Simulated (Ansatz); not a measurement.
Consider the ligand exchange at the Si–C bond: `[SiH3]C1=CN1` + `C[O][Ga]([OH])[Br]` → `C[O][Ga]([Br])[O][SiH3]` + `C1=CN1`.

Gas-phase electronic energies from Ansatz, PBE0-D4/def2-TZVP geometries. CCSD(T)/CBS adds triple-zeta CCSD(T) − MP2 to the extrapolated MP2 energy (def2 sets, frozen cores). Functionals use def2-TZVPP. For Br, Ga outer-core shells are correlated without core-valence functions, which leaves a few kJ/mol of doubt a bond. Scalar relativity is left out up to krypton. One conformer a species, not always the lowest.

```csv
level,ΔE (kJ/mol)
r2SCAN-D4,-59.7
r2SCAN0-D4,-65.6
BHLYP,-74.2
RPA@PBE/def2-TZVPP,-69.3
MP2/def2-SVP,-63.5
CCSD(T)/def2-SVP,-65.0
HF/def2-TZVPP,-86.7
SCS-MP2/def2-TZVPP,-70.8
```

Question: What does CCSD(T)/CBS give? (Best estimate.)

Answer: Computed: -67.0 kJ/mol. The listed levels differ from it by 7.3, 1.4, -7.2, -2.3, 3.5, 2.0, -19.7, -3.8 kJ/mol.

Largest T1 diagnostic among the species: 0.012.

In def2-TZVPP, CCSD(T) changes the Hartree–Fock value by +18.2 kJ/mol (the triples alone add +3.7 kJ/mol) and MP2 by +20.2 kJ/mol. From BLYP to BHLYP (50 % exact exchange), in def2-TZVPP and without D4, ΔE moves by −17.8 kJ/mol.
